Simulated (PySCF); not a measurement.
Sb (antimony, neutral) across methods

[Kr] 4d10 5s2 5p3, high-spin 4S determinant. Computed with PySCF 2.14 in aug-cc-pwCVTZ-DK3 with one added diffuse shell each of s, p, d, f type (11s10p8d5f1g, 125 functions), with scalar relativity by spin-free X2C-1e.

```tsv
method	E (hartree)	mean ε 5s α (eV)	mean ε 5s β (eV)	mean ε 5p α (eV)	Σ⟨r²⟩ (bohr²)	⟨S²⟩
revPBE	-6480.38	-13.365	-11.415	-5.445	61.18	3.751
PBE	-6480.11	-13.410	-11.576	-5.469	61.23	3.751
LDA	-6474.35	-13.583	-12.006	-5.530	61.06	3.751
PBE0	-6480.19	-15.232	-12.436	-6.525	60.89	3.751
wB97M-V	-6480.07	-17.885	-14.710	-8.469	61.21	3.751
r2SCAN	-6480.54	-14.088	-11.504	-5.829	60.72	3.752
UHF	-6477.73905	-19.898	-13.822	-9.097	61.55	3.753
```

Task: Estimate the same row for B97-3.

Result: E (hartree) = -6480.16; mean ε 5s α (eV) = -15.203; mean ε 5s β (eV) = -12.379; mean ε 5p α (eV) = -6.424; Σ⟨r²⟩ (bohr²) = 60.83; ⟨S²⟩ = 3.753.
